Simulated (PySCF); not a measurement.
CH3Li, charge +1, doublet, geometry from GFN2-xTB (such geometries of metal compounds can be far from the true shape) (a state made from the parent by changing its charge; the spin is typed, not shown lowest), with bond 5-2 at 2.0 times its length. Base run: M062X/def2-SVP (PySCF).

The PySCF input:
```python
from pyscf import gto, scf, dft

mol = gto.M(
    atom='''
Li   -1.194380   -0.710977   -1.047513
C     0.349928    0.208301    0.306899
H     0.764664   -0.671145    0.781027
H    -0.266656    0.842739    0.929427
H     1.621203    1.214761   -1.125516
''',
    basis='def2-svp',
    charge=1,
    spin=1,
    verbose=4,
)

mf = dft.UKS(mol)
mf.xc = 'm062x'
mf.kernel()
```

Variants of this job, named by their change:

```json
[
 {"change": "base", "ΔE vs base (mEh)": "0.000", "SCF cycles": "15", "<S^2>": "0.776", "outcome": "converged"},
 {"change": "diis_space = 20", "ΔE vs base (mEh)": "0.000", "SCF cycles": "15", "<S^2>": "0.776", "outcome": "converged"},
 {"change": "diis_space = 4", "ΔE vs base (mEh)": "0.000", "SCF cycles": "17", "<S^2>": "0.777", "outcome": "converged"},
 {"change": "solver = newton", "ΔE vs base (mEh)": "-8.100", "SCF cycles": "-", "<S^2>": "1.219", "outcome": "another SCF solution"},
 {"change": "init_guess = sap", "ΔE vs base (mEh)": "0.000", "SCF cycles": "16", "<S^2>": "0.776", "outcome": "converged"},
 {"change": "conv_tol = 1e-4", "ΔE vs base (mEh)": "-0.235", "SCF cycles": "6", "<S^2>": "0.753", "outcome": "converged"},
 {"change": "level_shift = 1.0 (with mf.max_cycle = 100)", "ΔE vs base (mEh)": "0.000", "SCF cycles": "92", "<S^2>": "0.777", "outcome": "converged"},
 {"change": "solver = newton; init_guess = 1e", "ΔE vs base (mEh)": "0.000", "SCF cycles": "-", "<S^2>": "0.776", "outcome": "converged"},
 {"change": "diis = off; damp = 0.6 (with mf.diis_start_cycle = 200; with mf.max_cycle = 150)", "ΔE vs base (mEh)": "-8.100", "SCF cycles": "129", "<S^2>": "1.219", "outcome": "another SCF solution"},
 {"change": "level_shift = 0.5 (with mf.max_cycle = 100)", "ΔE vs base (mEh)": "0.000", "SCF cycles": "41", "<S^2>": "0.777", "outcome": "converged"},
 {"change": "init_guess = atom", "ΔE vs base (mEh)": "0.000", "SCF cycles": "14", "<S^2>": "0.776", "outcome": "converged"},
 {"change": "conv_tol = 1e-12", "ΔE vs base (mEh)": "0.000", "SCF cycles": "18", "<S^2>": "0.776", "outcome": "converged"},
 {"change": "conv_tol = 1e-6", "ΔE vs base (mEh)": "0.000", "SCF cycles": "12", "<S^2>": "0.776", "outcome": "converged"}
]
```

A guess, shift, damping, solver or small numerical setting can't move a converged solution much, so rows marked as another SCF solution ended in a different state.

Open shells are given as the SCF converged; they aren't shown to be the lowest states, and a large step between rows can be another state.
